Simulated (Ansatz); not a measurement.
Relaxation of C$_{2}$H$_{7}$FOSi (12 atoms, charge 0, multiplicity 1), to a largest force component of 0.02 eV/Å in at most 40 steps.

These are results of RHF/6-31G* (Ansatz 0.2.0), not measurements.

```xyz
12
Properties=species:S:1:pos:R:3
Si 0.000 0.000 0.000
O 0.000 0.000 1.680
C -1.111 -0.344 2.494
H -1.814 -0.978 1.914
H -0.758 -0.904 3.386
H -1.631 0.581 2.821
C 1.763 0.000 -0.623
H 2.111 -1.046 -0.751
H 1.812 0.528 -1.598
H 2.415 0.519 0.111
F -0.749 1.297 -0.529
H -0.688 -1.191 -0.486
```

**Question.** Where does it end, and by what steps?

**Answer.** It converged. After 6 steps the energy has fallen by 0.192 eV; H8 moved furthest, 0.34 Å.

| step | energy less start (eV) | largest force component (eV/Å) | accepted |
| --- | --- | --- | --- |
| 0 | 0.0000 | 1.624 | yes |
| 1 | -0.1423 | 1.062 | yes |
| 2 | -0.1665 | 0.228 | yes |
| 3 | -0.1781 | 0.150 | yes |
| 4 | -0.1883 | 0.164 | yes |
| 5 | -0.1910 | 0.075 | yes |
| 6 | -0.1917 | 0.018 | yes |

```xyz
12
Properties=species:S:1:pos:R:3
Si 0.002 -0.002 0.014
O 0.019 -0.258 1.620
C -1.099 -0.399 2.457
H -1.828 -1.081 2.030
H -0.764 -0.796 3.405
H -1.574 0.561 2.625
C 1.754 0.007 -0.606
H 2.225 -0.958 -0.439
H 1.800 0.224 -1.669
H 2.341 0.756 -0.083
F -0.676 1.413 -0.287
H -0.850 -1.005 -0.647
```

Whether the end is a true minimum wasn't checked by a vibrational analysis.

The run took 21 s on 1 thread of Arm Neoverse V1 (shared host), peak memory 0.18 GiB.
